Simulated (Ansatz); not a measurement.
Reaction (cleavage of the Si–Si bond): `N[Si](F)([SiH3])Cl` + `S[SiH2]S` → `[SiH3]S[SiH2]S` + `N[SiH](F)Cl`

Calculated with Ansatz (gas phase, PBE0-D4/def2-TZVP geometries, no zero-point term in ΔE). CBS: MP2 limit from def2 TZ/QZ plus the TZ coupled-cluster correction, frozen cores. Functionals use def2-TZVPP. One conformer a species, not always the lowest.

| species | ωB97M-V energy (Eh) |
| --- | --- |
| `N[Si](F)([SiH3])Cl` | -1196.93246 |
| `S[SiH2]S` | -1088.29811 |
| `[SiH3]S[SiH2]S` | -1378.99887 |
| `N[SiH](F)Cl` | -906.26037 |

Work out ΔE.

ΔE = (-1378.99887) + (-906.26037) − (-1196.93246) − (-1088.29811) = -0.02867 Eh = -18.0 kcal/mol. CCSD(T)/CBS gives -17.6 kcal/mol.

Largest T1 diagnostic among the species: 0.012.

From PBE to PBE0 (25 % exact exchange), in def2-TZVPP and without D4, ΔE moves by −1.4 kcal/mol. The D4 term adds −0.9 kcal/mol with B3LYP and −0.5 kcal/mol with PBE0; it sums over pairs of atoms, weighted by their polarisabilities, and B3LYP, whose exchange is more repulsive, gets the larger term.

B3LYP here is the variant with VWN-RPA as its local correlation; programs differ in this.
